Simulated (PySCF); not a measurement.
A GIAO shielding run with PySCF 2.14 (density fitting, non-relativistic, gas phase) on `FC[Si@]1(F)C=CC(F)=C1`, C₅H₅F₃Si:

```
$ OMP_NUM_THREADS=1 python probes_run.py task.json out

{"job": {"kind": "nmr", "xc": "PBE0", "basis": "pcSseg-1"}, "charge": 0, "multiplicity": 1}
F     -2.024288     0.063699    -1.688232
C     -2.181638    -0.431714    -0.413323
Si    -0.549631    -0.349668     0.577311
F     -0.951786    -0.968073     2.022221
C      0.328550     1.319576     0.667178
C      1.545780     1.188082     0.130977
C      1.878165    -0.155238    -0.333454
F      3.093201    -0.339209    -0.870751
C      0.974090    -1.129212    -0.195736
H     -2.970148     0.161075     0.056712
H     -2.538686    -1.459024    -0.519053
H     -0.036253     2.259895     1.041310
H      2.275532     1.975281     0.025684
H      1.156434    -2.135941    -0.523010
```

Hardware: 1 thread of an Intel Xeon, shared host. The job also computes population analyses, field gradients, ring-centre shieldings.

Problem. How large is the calculation?

Solution. 76 electrons, 185 basis functions and 981 auxiliary functions.

Problem. How long does it take, and how much memory does it need?

Solution. 90 s of wall time, with 14 SCF cycles and 5 response iterations; peak memory 0.82 GiB. Times on a shared host scatter by some tens of per cent.
